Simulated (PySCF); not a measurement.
PySCF input file for Mg(OMe)(SeH) (CH₄MgOSe), SMILES C[O][Mg][SeH], PBE/pcSseg-1. The structure is a stationary point at B3LYP-D3(BJ)/def2-SVP. The structure was generated by enumeration; whether it is a known compound was not checked. The values are those of a single conformer.

```python
import numpy as np
from pyscf import gto, scf, dft
from pyscf.prop.nmr import rks as nmr

mol = gto.M(
    atom='''
    Mg    0.17226489   -0.41195774   -0.46459519
    O     0.62844680   -1.55883379   -1.73275199
    C     0.98399696   -2.45224938   -2.72427820
    H     0.64727516   -2.11664571   -3.72637183
    H     2.08281422   -2.59079849   -2.78400738
    H     0.54259883   -3.45584340   -2.55655359
    Se   -0.43570008    1.17814021    1.26706384
    H    -1.45762062    0.23417994    1.76958963
    ''',
    basis='pcSseg-1',
    charge=0,
    spin=0,
    max_memory=1600,
    verbose=3,
)
mf = dft.RKS(mol, xc='pbe')
mf.grids.level = 3
mf.conv_tol = 1e-10
mf.max_cycle = 100
mf.kernel()
n = nmr.NMR(mf)
n.verbose = 2
n.max_cycle_cphf = 60
sigma = n.kernel()
print('atom   isotropic/ppm   span/ppm')
for i, s in enumerate(sigma):
    w = np.linalg.eigvalsh((s + s.T) / 2)
    print(f'{mol.atom_symbol(i):2s}{i + 1:3d} {w.mean():14.3f} {w[2] - w[0]:11.3f}')
```

Program output:

```
converged SCF energy = -2716.54454488612
atom   isotropic/ppm   span/ppm
Mg  1        500.455     303.578
O   2        348.981      14.634
C   3        120.533      89.906
H   4         26.884      11.344
H   5         26.888      11.315
H   6         26.914      11.238
Se  7       2492.645     719.636
H   8         32.843      25.880
```

Self-consistency was reached.

Cost: about 11 core-seconds (a rough figure).
